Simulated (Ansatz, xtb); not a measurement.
# Relative energy of two isomers of H3NSeSi2

Structure X: `[SiH2]=N[SiH]=[Se]`, a singlet. Structure Y: `[SiH3]N=[Si]=[Se]`, a singlet. Both are isolated molecules in the gas phase, relaxed with B3LYP-D3(BJ)/def2-SVP, each in the lowest conformer that the search found.

Problem. Estimate which is lower in electronic energy at CCSD(T)/def2-SVP + ΔMP2/def2-TZVPP, and by roughly how much.

Solution. The CCSD(T)/def2-SVP + ΔMP2/def2-TZVPP calculation puts structure Y lower, by 7.0 kcal/mol.

Level by level:

```json
{"level": "GFN2-xTB", "geometry": "GFN2-xTB", "E(Y) − E(X) (kcal/mol)": "+1.4", "departure from the last row (kcal/mol)": "+8.4", "job, with rough time for the two": "optimisation, 1.8 s"}
{"level": "HF/STO-3G", "geometry": "GFN2-xTB", "E(Y) − E(X) (kcal/mol)": "−16.3", "departure from the last row (kcal/mol)": "−9.3", "job, with rough time for the two": "single point, 4.7 s"}
{"level": "r2SCAN-D4/def2-SVP", "geometry": "GFN2-xTB", "E(Y) − E(X) (kcal/mol)": "−7.8", "departure from the last row (kcal/mol)": "−0.8", "job, with rough time for the two": "single point, 17 s"}
{"level": "B3LYP-D3(BJ)/def2-SVP", "geometry": "B3LYP-D3(BJ)/def2-SVP", "E(Y) − E(X) (kcal/mol)": "−5.8", "departure from the last row (kcal/mol)": "+1.2", "job, with rough time for the two": "optimisation, 3.4 min"}
{"level": "HF/def2-SVP", "geometry": "B3LYP-D3(BJ)/def2-SVP", "E(Y) − E(X) (kcal/mol)": "−6.6", "departure from the last row (kcal/mol)": "+0.4", "job, with rough time for the two": "part of the CCSD(T) run"}
{"level": "MP2/def2-SVP", "geometry": "B3LYP-D3(BJ)/def2-SVP", "E(Y) − E(X) (kcal/mol)": "−8.8", "departure from the last row (kcal/mol)": "−1.8", "job, with rough time for the two": "part of the CCSD(T) run"}
{"level": "CCSD(T)/def2-SVP", "geometry": "B3LYP-D3(BJ)/def2-SVP", "E(Y) − E(X) (kcal/mol)": "−7.9", "departure from the last row (kcal/mol)": "−0.9", "job, with rough time for the two": "single point"}
{"level": "CCSD(T)/def2-SVP + ΔMP2/def2-TZVPP", "geometry": "B3LYP-D3(BJ)/def2-SVP", "E(Y) − E(X) (kcal/mol)": "−7.0", "departure from the last row (kcal/mol)": "", "job, with rough time for the two": "single point, 1.8 min"}
```

As drawn, both hold the same kinds of bond in the same numbers.

GFN2-xTB puts the two in the other order. The largest departure from CCSD(T)/def2-SVP + ΔMP2/def2-TZVPP is that of HF/STO-3G, 9.3 kcal/mol. The last row adds to CCSD(T) the change of the MP2 difference between the two basis sets, here +0.9 kcal/mol.

With harmonic frequencies from B3LYP-D3(BJ)/def2-SVP (ideal gas, rigid rotor, one conformer each, 298.15 K, 1 atm): on the last row, ΔE + ΔZPE = −6.4, ΔH = −6.4, ΔG = −5.6 kcal/mol.

The correlated steps freeze 20 core orbitals; the filled d shell of Se is correlated, in a basis made for valence electrons. Run with Ansatz 0.2.0, xtb 6.7.1; the last row on 1 thread of Intel(R) Xeon(R) Processor @ 2.50GHz (Skylake/Cascade Lake) on a shared host.
